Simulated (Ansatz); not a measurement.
All values below come from Ansatz (a program for electronic structure) with frozen-core CCSD(T)/cc-pVTZ // r2SCAN-D4/def2-TZVP.

Ansatz 0.2 input:
```yaml
crystal:
  periodic: [false, false, false]
  atoms:
    - { symbol: Br, position_ang: [-1.95557, -0.385637, 0.000008] }
    - { symbol: Al, position_ang: [-0.001342, 0.764402, -0.000001] }
    - { symbol: Br, position_ang: [1.956913, -0.378766, -0.000006] }
basis:
  gaussian: { orbitals: cc-pVTZ }
correlation:
  method: ccsd_t
magnetization:
  spin_polarized: true
  initial_magnetization: 1
```

Output:

```
Functional definition: HF
785 factors; integrals over basis functions are off by at most 6.1e-4 eV
mean field evaluation 1: about -146585.7922 eV, gradient 1.0e1 eV
mean field evaluation 2: about -146585.7978 eV, gradient 1.0e1 eV
mean field evaluation 4: about -146586.9749 eV, gradient 1.8e0 eV
mean field evaluation 8: about -146587.0671 eV, gradient 2.8e-3 eV
mean field evaluation 16: about -146587.0569 eV, gradient 2.7e-1 eV
mean field evaluation 32: about -146583.8732 eV, gradient 4.7e-4 eV
mean field -146587.06711907 eV, -5386.9753563431 hartree, gradient 5.6e-6 eV, S^2 0.754882; 1 other end points of the search recorded, 0 dependent functions left out
determinant -146587.06711907 eV, -5386.9753563431 hartree, with singles and doubles -146601.05020625 eV, -5387.4892253189 hartree
determinant -146583.87321975 eV, -5386.8579827078 hartree, with singles and doubles -146598.06550296 eV, -5387.3795394959 hartree
23 core orbitals not correlated
reference -146587.06711907 eV, -5386.9753563431 hartree; 19, 18 occupied and 78, 79 virtual orbitals, 785 factors
second order -13.40611925 eV of doubles, -0.00000000 eV of singles
cycle   1  -13.98294727 eV  change    1.4e-4 eV  update   7.6e-4
cycle   2  -13.98339844 eV  change   -4.5e-4 eV  update   4.9e-4
cycle   3  -13.98326261 eV  change    1.4e-4 eV  update   2.2e-4
cycle   4  -13.98315612 eV  change    1.1e-4 eV  update   7.6e-5
cycle   5  -13.98330383 eV  change   -1.5e-4 eV  update   1.9e-5
cycle   6  -13.98332470 eV  change   -2.1e-5 eV  update   7.5e-6
perturbative correction -0.56176385 eV, -0.0206444408 hartree
Total energy: -146601.61220762 eV, -5387.5098784882 hartree
```

Cost: roughly 100 core-seconds.
